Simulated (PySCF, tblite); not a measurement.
Compound: C₆H₁₀N₂O.
Cartesian coordinates in Å at the GFN2-xTB level; atoms count from 1:
```
atom  x, y, z in Å
C1    -1.4398   -1.5652   -0.2818
C2    -0.6791   -0.5161    0.5235
C3    -1.3899    0.8476    0.4452
C4    -1.3882    1.3669   -0.8950
N5    -1.3669    1.7627   -1.9684
C6     0.7657   -0.3939    0.0321
C7     1.6105    0.4918    0.9352
N8     2.8519    0.7286    0.4531
O9     1.2349    0.9389    1.9956
H10   -0.9571   -2.5367   -0.2016
H11   -1.4792   -1.2837   -1.3327
H12   -2.4593   -1.6612    0.0852
H13   -0.6553   -0.8092    1.5780
H14   -2.4252    0.7517    0.7831
H15   -0.8772    1.5593    1.0976
H16    1.2295   -1.3836    0.0095
H17    0.7846    0.0095   -0.9835
H18    3.1538    0.3882   -0.4417
H19    3.4764    1.3135    0.9831
```

Level of theory: PBE0/pcSseg-1 in PySCF (dipole) on a GFN2-xTB geometry, gas phase.

Take the most abundant isotopes and a rigid rotor. The values belong to one conformer with, in the numbering `[CH3:1][C@H:2]([CH2:3][C:4]#[N:5])[CH2:6][C:7]([NH2:8])=[O:9]`, C1–C2–C3–C4 -65°, C1–C2–C6–C7 -172°, C2–C6–C7–N8 -174°, C6–C7–N8–H 3° and 179°.

Question: Give the principal moments of inertia and the rotational constants in MHz.

Answer: Ia = 222.73, Ib = 458.05, Ic = 527.87 u·Å²; 505379 MHz·u·Å²/I gives A = 2269, B = 1103, C = 957.4 MHz.

Question: Classify the top.

Answer: An asymmetric top; Ray's κ = -0.777.

Question: Is it planar, by Δ = Ic − Ia − Ib?

Answer: Not planar: Δ = Ic − Ia − Ib = -152.92 u·Å². For a rigid frame Δ = −2 Σ m c², so Σ m c² = 76.46 u·Å² lies off the ab plane: 16.73 from hydrogen and 59.72 from heavier atoms. The atom farthest from that plane is 1.79 Å away.

Question: Which lines would a microwave search look for?

Answer: The dipole components are |μa| = 2.20 D, |μb| = 2.19 D, |μc| = 1.69 D. Intensities carry the squares of the components, which stand as 1.00 : 1.00 : 0.59 (a : b : c). Some lines, for components of 0.1 D or more:

```json
{"type": "c", "branch": "Q", "J(Ka,Kc)": "3(1,3) ← 3(0,3)", "MHz": "857", "lower level (cm⁻¹)": "0.410"}
{"type": "a", "branch": "Q", "J(Ka,Kc)": "3(1,2) ← 3(1,3)", "MHz": "875", "lower level (cm⁻¹)": "0.439"}
{"type": "a", "branch": "R", "J(Ka,Kc)": "1(0,1) ← 0(0,0)", "MHz": "2061", "lower level (cm⁻¹)": "0.000"}
{"type": "b", "branch": "Q", "J(Ka,Kc)": "4(1,3) ← 4(0,4)", "MHz": "2119", "lower level (cm⁻¹)": "0.681"}
{"type": "b", "branch": "R", "J(Ka,Kc)": "4(2,2) ← 3(3,1)", "MHz": "2219", "lower level (cm⁻¹)": "0.785"}
{"type": "b", "branch": "R", "J(Ka,Kc)": "1(1,1) ← 0(0,0)", "MHz": "3226", "lower level (cm⁻¹)": "0.000"}
{"type": "b", "branch": "Q", "J(Ka,Kc)": "3(2,1) ← 3(1,2)", "MHz": "3350", "lower level (cm⁻¹)": "0.468"}
{"type": "a", "branch": "R", "J(Ka,Kc)": "2(1,2) ← 1(1,1)", "MHz": "3976", "lower level (cm⁻¹)": "0.108"}
{"type": "b", "branch": "Q", "J(Ka,Kc)": "3(2,2) ← 3(1,3)", "MHz": "4161", "lower level (cm⁻¹)": "0.439"}
{"type": "a", "branch": "R", "J(Ka,Kc)": "2(1,1) ← 1(1,0)", "MHz": "4267", "lower level (cm⁻¹)": "0.112"}
{"type": "b", "branch": "R", "J(Ka,Kc)": "4(1,3) ← 3(2,2)", "MHz": "5220", "lower level (cm⁻¹)": "0.578"}
{"type": "c", "branch": "Q", "J(Ka,Kc)": "3(3,1) ← 3(2,1)", "MHz": "6137", "lower level (cm⁻¹)": "0.580"}
{"type": "a", "branch": "R", "J(Ka,Kc)": "3(2,1) ← 2(2,0)", "MHz": "6233", "lower level (cm⁻¹)": "0.372"}
{"type": "b", "branch": "R", "J(Ka,Kc)": "2(2,1) ← 1(1,0)", "MHz": "7764", "lower level (cm⁻¹)": "0.112"}
{"type": "c", "branch": "R", "J(Ka,Kc)": "2(2,1) ← 1(1,1)", "MHz": "7910", "lower level (cm⁻¹)": "0.108"}
{"type": "b", "branch": "R", "J(Ka,Kc)": "2(2,0) ← 1(1,1)", "MHz": "7923", "lower level (cm⁻¹)": "0.108"}
{"type": "b", "branch": "Q", "J(Ka,Kc)": "4(4,0) ← 4(3,1)", "MHz": "8644", "lower level (cm⁻¹)": "1.060"}
{"type": "b", "branch": "R", "J(Ka,Kc)": "4(1,4) ← 3(0,3)", "MHz": "8784", "lower level (cm⁻¹)": "0.410"}
{"type": "c", "branch": "R", "J(Ka,Kc)": "4(1,3) ← 3(0,3)", "MHz": "10238", "lower level (cm⁻¹)": "0.410"}
{"type": "b", "branch": "R", "J(Ka,Kc)": "4(2,3) ← 3(1,2)", "MHz": "11519", "lower level (cm⁻¹)": "0.468"}
{"type": "c", "branch": "R", "J(Ka,Kc)": "4(2,2) ← 3(1,2)", "MHz": "11706", "lower level (cm⁻¹)": "0.468"}
{"type": "b", "branch": "R", "J(Ka,Kc)": "3(3,1) ← 2(2,0)", "MHz": "12370", "lower level (cm⁻¹)": "0.372"}
{"type": "c", "branch": "R", "J(Ka,Kc)": "3(3,0) ← 2(2,0)", "MHz": "12371", "lower level (cm⁻¹)": "0.372"}
{"type": "b", "branch": "R", "J(Ka,Kc)": "4(2,2) ← 3(1,3)", "MHz": "12581", "lower level (cm⁻¹)": "0.439"}
{"type": "b", "branch": "R", "J(Ka,Kc)": "4(3,2) ← 3(2,1)", "MHz": "14404", "lower level (cm⁻¹)": "0.580"}
{"type": "b", "branch": "R", "J(Ka,Kc)": "4(3,1) ← 3(2,2)", "MHz": "14472", "lower level (cm⁻¹)": "0.578"}
```

Question: Estimate the classical rotational partition function at 25 K, 100 K and 298.15 K.

Answer: Point group C1, symmetry number σ = 1; q = (√π/σ)·√((kT/h)³/(ABC)), k/h = 20836.6 MHz/K: 13600 at 25 K, 109000 at 100 K, 561000 at 298.15 K.

Its GFN2-xTB frequencies are all real (lowest 32 cm⁻¹). No vibrational averaging or centrifugal distortion is included, and the geometry carries the error of its method. A rigid rotor knows nothing of internal rotation, which can split or shift real lines. Quadrupole hyperfine structure (14N) is left out.
